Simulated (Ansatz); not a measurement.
Molecule: CCl2 (charge -1, doublet). 
Coordinates optimised at B3LYP-D3(BJ)/def2-TZVP (Ansatz, a program for electronic structure):
```
C
Cl 1 1.9054
Cl 1 1.9054 2 104.49
```
Charge -1, spin multiplicity 2.

Total electronic energies in hartree. Cores are frozen in the correlated levels unless marked. Open shells are spin-unrestricted. Spin-orbit coupling is left out. Non-relativistic. CBS(X,Y): correlation extrapolated as X^-3; Hartree-Fock from the larger set. The bracket is a focal-point correction in the basis named.

| level | program | energy (Eh) |
|---|---|---|
| HF/6-31G* | Ansatz | -956.76093 |
| HF/cc-pV(Q+d)Z | Ansatz | -956.86667 |
| BLYP/def2-TZVPD | Ansatz | -958.49009 |
| PBE0/6-31G* | Ansatz | -958.05904 |
| PBE0-D3(BJ)/def2-TZVP | Ansatz + dftd3 | -958.14455 |
| PBE0/def2-TZVP | Ansatz | -958.14252 |
| r2SCAN0/def2-TZVPD | Ansatz | … |
| CCSD/aug-cc-pV(T+d)Z | Ansatz | -957.43180 |
| RI-MP2/CBS(aug-cc-pV(T+d)Z,aug-cc-pV(Q+d)Z)+[CCSD(T)-MP2]/aug-cc-pV(T+d)Z | Ansatz | -957.5440 |

### Question
What belongs in the gaps?

### Answer

- r2SCAN0/def2-TZVPD, energy (Eh): -958.40370
